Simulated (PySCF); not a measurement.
trans-butane (C4H10), singlet, at a GFN2-xTB geometry; DF-BLYP/aug-cc-pVDZ (PySCF).

Input for PySCF:
```python
from pyscf import gto, scf, dft
import numpy

mol = gto.M(
    atom='''
C     0.699727    1.812145   -0.011762
C     0.706754    0.288539    0.002899
C    -0.706754   -0.288539   -0.002899
C    -0.699727   -1.812145    0.011762
H     1.715451    2.200964   -0.007348
H    -1.715451   -2.200964    0.007348
H     0.180119    2.199633    0.862117
H     0.194253    2.182731   -0.901124
H    -0.194253   -2.182731    0.901124
H    -0.180119   -2.199633   -0.862117
H     1.249124   -0.080315   -0.870905
H     1.234992   -0.063414    0.892195
H    -1.234992    0.063414   -0.892195
H    -1.249124    0.080315    0.870905
''',
    basis='aug-cc-pvdz',
    charge=0,
    spin=0,
    verbose=4,
)
print('smallest overlap eigenvalue', numpy.linalg.eigvalsh(mol.intor('int1e_ovlp'))[0])

mf = dft.RKS(mol)
mf.xc = 'blyp'
mf = mf.density_fit(auxbasis='def2-universal-jkfit')
mf = scf.addons.remove_linear_dep_(mf, threshold=1e-6, lindep=1e-6)
mf.kernel()
mf.analyze()
```

What the program printed (banner, timings and long lists left out):

```
PySCF version 2.14.0

[INPUT] verbose = 4
[INPUT] num. atoms = 14
[INPUT] num. electrons = 34
[INPUT] charge = 0
[INPUT] spin (= nelec alpha-beta = 2S) = 0
[INPUT] symmetry False subgroup None
[INPUT] Mole.unit = angstrom
[INPUT] Symbol           X                Y                Z      unit          X                Y                Z       unit  Magmom
[...]
nuclear repulsion = 131.251166506795
number of shells = 82
number of NR pGTOs = 250
number of NR cGTOs = 182
basis = aug-cc-pvdz
ecp = {}
input.py:31: DeprecationWarning: remove_linear_dep_ is deprecated and will be removed in a future release. Linear dependency handling is now built into the SCF procedure by default. Linear dependency removal can be controlled using the following settings:
  pyscf.scf.hf.remove_overlap_zero_eigenvalue = True
  pyscf.scf.hf.overlap_zero_eigenvalue_threshold = 1e-6

  mf = scf.addons.remove_linear_dep_(mf, threshold=1e-6, lindep=1e-6)
smallest overlap eigenvalue 2.5000179603504203e-05

******** <class 'pyscf.df.df_jk.DFRKS'> ********
method = DFRKS
initial guess = minao
damping factor = 0
level_shift factor = 0
DIIS = <class 'pyscf.scf.diis.CDIIS'>
diis_start_cycle = 1
diis_space = 8
diis_damp = 0
SCF conv_tol = 1e-09
SCF conv_tol_grad = None
SCF max_cycles = 50
direct_scf = False
XC library pyscf.dft.libxc version 7.1.2
    S. Lehtola, C. Steigemann, M. J. T. Oliveira, and M. A. L. Marques,  SoftwareX 7, 1–5 (2018)
XC functionals = blyp
    A. D. Becke,  Phys. Rev. A 38, 3098 (1988)
    C. Lee, W. Yang, and R. G. Parr,  Phys. Rev. B 37, 785 (1988)
    B. Miehlich, A. Savin, H. Stoll, and H. Preuss,  Chem. Phys. Lett. 157, 200 (1989)
radial grids:
    Treutler-Ahlrichs [JCP 102, 346 (1995); DOI:10.1063/1.469408] (M4) radial grids

becke partition: Becke, JCP 88, 2547 (1988); DOI:10.1063/1.454033
pruning grids: <function nwchem_prune>
grids dens level: 3
symmetrized grids: False
atomic radii adjust function: <function treutler_atomic_radii_adjust>
small_rho_cutoff = 0
Set gradient conv threshold to 3.16228e-05
Initial guess from minao.
tot grids = 154552
init E= -158.279035614153
[...]
cycle= 1 E= -158.241968738925  delta_E= 0.0371  |g|=  0.6  |ddm|= 8.17
[...]
cycle= 2 E= -158.069917792538  delta_E= 0.172  |g|= 0.982  |ddm|= 2.37
[...]
cycle= 3 E= -158.345688272552  delta_E= -0.276  |g|= 0.0589  |ddm|= 1.57
[...]
cycle= 4 E= -158.346350037053  delta_E= -0.000662  |g|= 0.0336  |ddm|= 0.158
[...]
cycle= 5 E= -158.346623242078  delta_E= -0.000273  |g|= 0.00639  |ddm|= 0.0586
[...]
cycle= 6 E= -158.346633477476  delta_E= -1.02e-05  |g|= 0.000615  |ddm|= 0.0122
[...]
cycle= 7 E= -158.346633584223  delta_E= -1.07e-07  |g|= 0.000166  |ddm|= 0.00176
[...]
cycle= 8 E= -158.346633592809  delta_E= -8.59e-09  |g|= 1.23e-05  |ddm|= 0.000515
[...]
cycle= 9 E= -158.346633592856  delta_E= -4.72e-11  |g|= 2.12e-06  |ddm|= 5.65e-05
[...]
Extra cycle  E= -158.346633592857  delta_E= -7.96e-13  |g|= 1.61e-06  |ddm|= 1.21e-05
converged SCF energy = -158.346633592857
**** SCF Summaries ****
Total Energy =                        -158.346633592856818
Nuclear Repulsion Energy =             131.251166506794704
One-electron Energy =                 -470.836312025884922
Two-electron Energy =                  181.238511926233400
Two-electron Coulomb Energy =          206.609063629869382
DFT Exchange-Correlation Energy =      -25.370551703635982
HOMO-LUMO gap [eV] =                     7.024652154268765
**** MO energy ****
[...]
 ** Mulliken pop on meta-lowdin orthogonal AOs  **
 ** Mulliken pop  **
 ** Mulliken atomic charges  **
charge of    0C =     -0.31236
charge of    1C =     -0.16548
charge of    2C =     -0.16548
charge of    3C =     -0.31236
charge of    4H =      0.10270
charge of    5H =      0.10270
charge of    6H =      0.09904
charge of    7H =      0.09904
charge of    8H =      0.09904
charge of    9H =      0.09904
charge of   10H =      0.08853
charge of   11H =      0.08853
charge of   12H =      0.08853
charge of   13H =      0.08853
Dipole moment(X, Y, Z, Debye): -0.00000, -0.00000,  0.00000
```
